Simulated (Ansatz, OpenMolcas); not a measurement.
**From SiHF3 to SiHCl3: predicting a member**

Gas-phase molecules. On one Si centre that keeps H, n of the F ligands are replaced by Cl. The HOMO–LUMO gap y in eV at wB97M-V/def2-TZVPP. Shapes: PBE0-D4/def2-TZVP. Programs: Ansatz 0.2.0, OpenMolcas 26.06. A level may come from different programs for different species; with the same settings they agree closely.

```
molecule  n  y (eV)
   SiHF3  0   16.26
 SiHClF2  1   14.68
 SiHCl2F  2       ?
  SiHCl3  3   13.62
```

**Question.** Fit y = c + s·n to the known rows and predict SiHCl2F.

**Answer.** 
1. Means of the 3 rows: n = 1.33333, y = 14.853.
2. Σ(Δn)² = 4.6667, Σ(Δn·Δy) = -3.8733, so the slope is -3.8733/4.6667 = -0.82999.
3. Intercept: 14.853 − (-0.82999) × 1.33333 = 15.960. The largest residual of the fit is 0.45.
4. SiHCl2F: 15.960 + (-0.82999) × 2 = 14.30 eV.

The run gave 14.03 eV, so the prediction is off by +0.27 eV, within the largest residual. The step per swap drifts from -1.58 to -0.41 eV. Other levels give for SiHCl2F: B3LYP/6-31G* (spherical functions) 9.46; wB97X-V/def2-TZVPP 14.47 eV. Orbital gaps aren't excitation energies, and the LUMO depends on the basis.
